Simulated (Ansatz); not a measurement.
Ansatz (an electronic-structure program) input (PBE0/def2-QZVPP):
A basis named .json is the Basis Set Exchange file of that set.

Ansatz 0.2 input:
```yaml
crystal:
  periodic: [false, false, false]
  atoms:
    - {symbol: Si, position_ang: [-0.26309224, -0.33452647, 0.36030131]}
    - {symbol: H, position_ang: [-1.07592726, -1.32984891, -0.45101478]}
    - {symbol: F, position_ang: [0.52880206, 0.66813551, -0.51035595]}
basis:
  gaussian:
    orbitals: def2-QZVPP.json
hamiltonian:
  xc: {name: PBE0}
total_charge: 1
magnetization: {spin_polarized: true, initial_magnetization: 1}
```

Output:

```
Functional definition: PBE0
integrals: 0.04 GiB planned
626 factors; their error is unknown
mean field: 0.59 GiB planned
mean field evaluation 1: about -10584.7461 eV, gradient 6.7e1 eV
mean field evaluation 2: about -10464.3093 eV, gradient 1.7e2 eV
mean field evaluation 4: about -10597.1097 eV, gradient 2.8e0 eV
mean field evaluation 8: about -10597.1394 eV, gradient 7.1e-2 eV
mean field evaluation 16: about -10597.1394 eV, gradient 6.7e-5 eV
mean field -10597.13943391 eV, -389.4376911970 hartree, gradient 6.7e-5 eV, S^2 0.756070; 0 other end points of the search recorded, 0 dependent functions left out
reference -10597.13945893 eV, -389.4376921165 hartree; 12, 11 occupied and 145, 146 virtual orbitals, 626 factors
Total energy: -10597.13945893 eV, -389.4376921165 hartree
```
